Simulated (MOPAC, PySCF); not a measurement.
CH$_{2}$OSi$_{2}$, SMILES `[si]1(c[siH]1)=O`, neutral singlet in the gas phase. 

Cartesian coordinates (Å):
```xyz
6

O      2.6201    -0.8243     0.1046
Si     1.1610    -0.4199     0.1740
C     -0.0931     0.8199     0.4844
Si    -1.0144    -0.6089     0.0545
H     -0.1829     1.8611     0.7743
H     -2.4907    -0.8279    -0.0523
```
Charge 0, multiplicity 1.

All levels are single points at this geometry (PBE0-D3(BJ)/def2-TZVP); Pople sets use spherical d functions. Orbital energies aren't observables, and empty levels follow the basis.

HF/STO-3G in PySCF gives gap (eV) = 12.30.

Problem. Estimate the gap (eV) from each of these levels: PBE0-D3(BJ)/def2-TZVP in PySCF; B3LYP/3-21G in PySCF; BP86/6-31G* in PySCF; M06-2X/6-31G* in PySCF; HF/3-21G in PySCF; HF/6-31G* in PySCF; AM1 in MOPAC; PM6 in MOPAC.

Solution. 
```json
[
 {"level": "PBE0-D3(BJ)/def2-TZVP in PySCF", "gap (eV)": "5.27"},
 {"level": "B3LYP/3-21G in PySCF", "gap (eV)": "5.05"},
 {"level": "BP86/6-31G* in PySCF", "gap (eV)": "3.41"},
 {"level": "M06-2X/6-31G* in PySCF", "gap (eV)": "7.27"},
 {"level": "HF/3-21G in PySCF", "gap (eV)": "11.04"},
 {"level": "HF/6-31G* in PySCF", "gap (eV)": "11.27"},
 {"level": "AM1 in MOPAC", "gap (eV)": "7.86"},
 {"level": "PM6 in MOPAC", "gap (eV)": "7.48"}
]
```
